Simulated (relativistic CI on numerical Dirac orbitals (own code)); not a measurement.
# Cr³⁺ in a cubic cluster: 3s photoemission with charge transfer

Computed with a charge-transfer multiplet model of a cubic metal-ligand cluster with up to 2 ligand holes, Slater and spin-orbit integrals from Dirac-Coulomb-Breit ions, Slater integrals scaled by 0.9. The parameters are those of a tetrahedral site (10Dq negative, t2 hopping the larger). The ground state mixes d3 with configurations of k ligand holes L, whose averages lie at kΔ + k(k − 1)U_dd/2; a core hole lowers each added d electron by U_cd. 300 K, Lorentzian 1.4 eV and Gaussian 0.8 eV FWHM.

Atomic integrals in eV (Slater integrals scaled, ζ unscaled), ground: F2dd 9.646, F4dd 6.039, zeta_d 0.033; with the core hole: F2dd 10.597, F4dd 6.675, zeta_d 0.040, G2cd 10.591.

Cluster parameters (eV): U_dd = 5.9, U_cd = 6.6, 10Dq = -0.35, 10Dq(ligand) = 0, V(eg) = 1.5, V(t2g) = -2.55, final-state hopping factor = 1.

Weights, n_d and S are thermal averages at 300 K. Binding energies count from the first peak over 30 % of the highest in each spectrum, which can be another peak from case to case. The parameters are a model scan and need not match a compound or its usual spin state. Peaks in eV (height, largest 100): 0.0 (100), 4.5 (43), 10.5 (63), 23.7 (9).

Problem. Which parameters give this spectrum?
A. Δ = 1.9 eV
B. Δ = -2.1 eV
C. Δ = 0.9 eV

Solution. B. Δ = -2.1 eV; the ground state then has 4.07 d electrons and S = 1.50. The choice follows from running the model for each set and comparing peak positions and heights. Without intra-shell correlation the exchange splitting of the 3s hole comes out too large. The space is cut while the next configuration still counts.
